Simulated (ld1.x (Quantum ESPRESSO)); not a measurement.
Pseudopotential generation for chlorine (Cl): TM, PBE, scalar-relativistic.

The input file (ld1.x (Quantum ESPRESSO) 7.5):

```
&input
   title='Cl', zed=17., rel=1, dft='PBE', iswitch=3,
   config='[Ne] 3s1.5 3p5.5 3d-2',
   nld=3, rlderiv=1.50, eminld=-4.0, emaxld=5.0, deld=0.02
 /
 &inputp
   pseudotype=2, tm=.true., lloc=-1, rcloc=0.95,
   nlcc=.true., new_core_ps=.true.,
   file_pseudopw='Cl.UPF', file_wfcaegen='ae.wfc', file_wfcncgen='nc.wfc', file_beta='beta', file_chi='chi'
 /
3
3S  1  0   1.50   0.00  1.20  1.20  0.0
3P  2  1   5.50   0.00  1.35  1.35  0.0
3D  3  2  -2.00   0.30  1.30  1.30  0.0
 &test
   configts(1)='3s1.5 3p5.5'
 /
```

Command:

```bash
ld1.x < Cl.in > Cl.out
```

Resulting log (shortened: banner, matrices, multipoles, cross overlaps and the repeated all-electron block are left out):

```
Program LD1 v.7.5
     --------------------------- All-electron run ----------------------------

     Cl
     scalar relativistic calculation

     atomic number is 17.00
     dft =PBE   lsd =0 sic =0 latt =0  beta=0.20 tr2=1.0E-14
     Exchange-correlation= PBE
                           (   1   4   3   4   0   0   0)
     mesh =1157 r(mesh) = 101.16842 a.u. xmin = -7.00 dx = 0.01250
     1 Ry =  13.60569312 eV, c = 137.03599908

     n l     nl                  e(Ry)          e(Ha)          e(eV)
     1 0     1S 1( 2.00)      -202.2688      -101.1344     -2752.0073
     2 0     2S 1( 2.00)       -18.6237        -9.3118      -253.3881
     2 1     2P 1( 6.00)       -14.1347        -7.0673      -192.3123
     3 0     3S 1( 1.50)        -1.5453        -0.7727       -21.0251
     3 1     3P 1( 5.50)        -0.6520        -0.3260        -8.8713

     final scf error:  7.6E-15 reached in  29 iterations

     Etot =    -922.422609 Ry,    -461.211305 Ha,  -12550.198949 eV

     Ekin =     926.565463 Ry,     463.282731 Ha,   12606.565343 eV
     Encl =   -2199.237706 Ry,   -1099.618853 Ha,  -29922.153338 eV
     Eh   =     406.341285 Ry,     203.170642 Ha,    5528.554821 eV
     Exc  =     -56.091650 Ry,     -28.045825 Ha,    -763.165776 eV

     normalization and overlap integrals

     s(1S/1S) =  1.000000  <r> =   0.0910  <r2> =    0.0111  r(max) =   0.0596
     s(2S/2S) =  1.000000  <r> =   0.4441  <r2> =    0.2344  r(max) =   0.3603
     s(2P/2P) =  1.000000  <r> =   0.4069  <r2> =    0.2063  r(max) =   0.3025
     s(3S/3S) =  1.000000  <r> =   1.5307  <r2> =    2.7266  r(max) =   1.2735
     s(3P/3P) =  1.000000  <r> =   1.8304  <r2> =    4.0388  r(max) =   1.4252

     ------------------------ End of All-electron run ------------------------

     --------------------- Generating NC pseudopotential ---------------------

      Generating local potential from pseudized AE potential:
      Matching radius rcloc =   0.9500

      Local pseudo, rcloc= 0.943 Estimated cut-off energy=    26.57 Ry

      Computing core charge for nlcc:

       r > 0.79 : true rho core
      Core charge pseudized with two Bessel functions
      Integrated core pseudo-charge :   5.16

      Wfc   3S  rcut= 1.211  Using Troullier-Martins method

      Wfc   3P  rcut= 1.339  Using Troullier-Martins method

      Wfc   3D  rcut= 1.306  Using Troullier-Martins method

     ------------------- End of pseudopotential generation -------------------

     Computing logarithmic derivative in   1.50766
     Computing logarithmic derivative in   1.50766
     Computing the partial wave expansion
     R is outside the sphere for l=    0 j= 0.00
     R is outside the sphere for l=    1 j= 0.00
     R is outside the sphere for l=    2 j= 0.00

     ---------------------- Testing the pseudopotential ----------------------

     Cl
     scalar relativistic calculation

     atomic number is 17.00   valence charge is  7.00
     dft =PBE   lsd =0 sic =0 latt =0  beta=0.20 tr2=1.0E-14
     mesh =1157 r(mesh) = 101.16842 xmin = -7.00 dx = 0.01250

     n l     nl             e AE (Ry)        e PS (Ry)    De AE-PS (Ry)
     1 0     3S   1( 1.50)       -1.54532       -1.54534        0.00002
     2 1     3P   1( 5.50)       -0.65203       -0.65203        0.00000

     eps = 7.2E-16  iter =  4

     Etot =    -922.422609 Ry,    -461.211305 Ha,  -12550.198949 eV
     Etotps =   -42.362244 Ry,     -21.181122 Ha,    -576.367694 eV

     Ekin =      11.301521 Ry,       5.650760 Ha,     153.765023 eV
     Encl =     -65.220741 Ry,     -32.610370 Ha,    -887.373382 eV
     Ehrt =      25.130326 Ry,      12.565163 Ha,     341.915497 eV
     Ecxc =     -18.917221 Ry,      -9.458610 Ha,    -257.381900 eV
     (Ecc =     -12.822888 Ry,      -6.411444 Ha,    -174.464275 eV)
     Epseu=       5.343871 Ry,       2.671935 Ha,      72.707068 eV

     ---------------------- End of pseudopotential test ----------------------
```

Generation and configuration tests took about 4.8 s on one core of a shared server CPU.
